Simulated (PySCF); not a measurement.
Mapped SMILES: `[SiH3:1]/[CH:2]=[CH:3]\[SiH2:4][O:5][SiH3:6]` (H(Xn): hydrogen on atom n).

Geometry: GFN2-xTB; GIAO absolute shieldings from PySCF, gas phase, non-relativistic, averaged over equivalent atoms.

At KT3/pcSseg-1 (173 basis functions, 45 s wall time on 1 thread of an Arm Neoverse N1, shared host):
| atoms | σ (ppm) |
| --- | --- |
| Si4 | 404.6 |
| Si6 | 412.1 |
| Si1 | 448.9 |
| C3 | 36.6 |
| C2 | 48.7 |
| O5 | 329.2 |
| H(C3) | 24.53 |
| H(C2) | 24.81 |
| H(Si4) | 26.34 |
| H(Si6) | 26.60 |
| H(Si1) | 27.81 |

Predict the values at PBE0/pcSseg-1 on the same geometry.

Answers


```
 atoms  σ at PBE0/pcSseg-1  change
   Si4               387.7   -16.9
   Si6               394.4   -17.7
   Si1               436.0   -12.9
    C3                24.3   -12.3
    C2                36.8   -11.9
    O5               335.4    +6.2
 H(C3)               24.22   -0.31
 H(C2)               24.49   -0.32
H(Si4)               26.27   -0.07
H(Si6)               26.51   -0.09
H(Si1)               27.64   -0.17
```

The largest change is at Si6 (silicon bonded to O, 3 H). Cost: 173 basis functions, 47 s wall time on 1 thread of an Arm Neoverse N1, shared host.
